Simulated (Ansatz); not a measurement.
Molecule: sum formula SOF (charge 0, doublet). It need not be the lowest isomer of its formula. 
Coordinates optimised at B3LYP-D3(BJ)/def2-TZVP (Ansatz, an electronic-structure program):
SMILES: O=[S]F
```xyz
3

O     -1.2135    -0.4937     0.0699
S     -0.1129     0.4581    -0.0167
F      1.2793    -0.3756    -0.0325
```
Charge 0, spin multiplicity 2.

Parts of the frozen-core correlation energy in cc-pV(T+d)Z (Ansatz, hartree). Frozen orbitals: 7; correlated occupied orbitals by spin: 10 and 9; virtual: 82 and 83. Open shells are spin-unrestricted. Spin-orbit coupling is left out. Non-relativistic.

```
term                            value
-------------------------  ----------
reference (HF)             -571.87671
MP2 opposite-spin            -0.47667
MP2 same-spin                -0.17309
CCSD correlation             -0.65785
(T)                          -0.02798
T1 diagnostic                   0.022
largest doubles amplitude       0.044
<S^2> of the reference          0.783
```
